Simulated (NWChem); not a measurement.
# hexafluoropropylene oxide (C3F6O); SMILES FC(F)(F)C1(F)OC1(F)F

```xyz
10

F      1.5189     1.5171    -0.0608
C      0.1987     1.3942     0.0632
F     -0.4025     2.5049    -0.3602
O     -0.2709     0.8458     1.2451
C     -0.5057     0.1194     0.0358
F     -1.7831     0.0751    -0.3782
C      0.1463    -1.2543    -0.0657
F     -0.5421    -2.1423     0.6647
F      1.4082    -1.2152     0.3738
F      0.1422    -1.6569    -1.3462
```
Atoms are numbered in this order, from 1.

Computed with NWChem. Pople sets run with spherical d functions. Structure relaxed at the B3LYP/6-31G* (spherical d) level. GIAO values for the isolated, static molecule; σ is the absolute isotropic shielding, δ = σ(reference) − σ with the isolated reference molecule computed at the same levels (13C: tetramethylsilane, 19F: trichlorofluoromethane, 17O: water).

For level PBE0/pcSseg-1:

| Item | Value |
|---|---|
| δ F1 (ppm) | -128.0 |
| δ F3 (ppm) | -132.9 |
| δ O4 (ppm) | 164.1 |
| δ F6 (ppm) | -182.9 |
| δ F8 (rotor mean) (ppm) | -95.0 |

Task: What are these values for level B3LYP/6-311G**?

Result: 
- δ F1 (ppm): -139.8
- δ F3 (ppm): -145.1
- δ O4 (ppm): 172.2
- δ F6 (ppm): -193.3
- δ F8 (rotor mean) (ppm): -105.4
